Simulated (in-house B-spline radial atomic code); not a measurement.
## Solving the quasi-particle equation for 3p up of Cl III (Cl2+)

Configuration [Ne] 3s2 3p3, highest spin, start PBE; correlation leaves out the 3 deepest shells. Computed with an all-electron radial atomic-structure program (B-spline basis): all electrons, non-relativistic, point nucleus, each spin shell either full or empty, empty states to l = 9 with an (l + 1/2)⁻⁴ tail; G0W0 by contour deformation at full frequency.

At the mean-field level ε = -33.095 eV the matrix elements are Σx = -25.097 eV, v_xc = -18.62 eV and Σc(ε) = -0.324 eV, and the slope of the correlation self-energy is dΣc/dω = -0.0785. The quasi-particle energy solves E = ε + Σx − v_xc + Σc(E).

Task: What does the linearised equation give?

Result: Z = 1/(1 − dΣc/dω) = 1/1.0785 = 0.9272. The first-order shift is Σx − v_xc + Σc(ε) = -25.097 − (-18.62) + (-0.324) = -6.801 eV, so E ≈ ε + Z × shift = -33.095 + 0.9272 × (-6.801) = -39.401 eV.

Task: How does that compare with the full solution and with static screening?

Result: Solving the equation at full frequency dependence gives E = -39.359 eV, where Σc = 0.213 eV and the weight is 0.913; the linearised value is off by 42 meV. Leaving Z out would give -39.896 eV. Static COHSEX puts -2.380 eV in place of Σc and gives -41.952 eV, 2.59 eV deeper.
